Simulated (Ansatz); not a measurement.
A structure relaxed at PBE0-D4/def2-TZVP in Ansatz, charge 0, doublet:

```csv
atom,x (Å),y (Å),z (Å)
Al1,-0.2813,0.6661,1.4452
Al2,0.1451,-0.6929,-1.4526
Al3,1.8738,0.4327,0.0728
Si4,-1.7376,-0.4059,-0.0654
```

(1) Give its formula and point group.

(2) Summarise the bond lengths by kind (pairs closer than 1.2 times the sum of covalent radii, bridged metal pairs left out).

Results:

(1) Al₃Si. Point group C2v (tolerance 0.1 Å).

(2) 2 × Al–Al 2.57 Å; 2 × Al–Si 2.36 Å.

Another isomer (doublet) lies 0.07 eV lower at PBE0-D4/def2-TZVP; other spin states weren't run for this one.
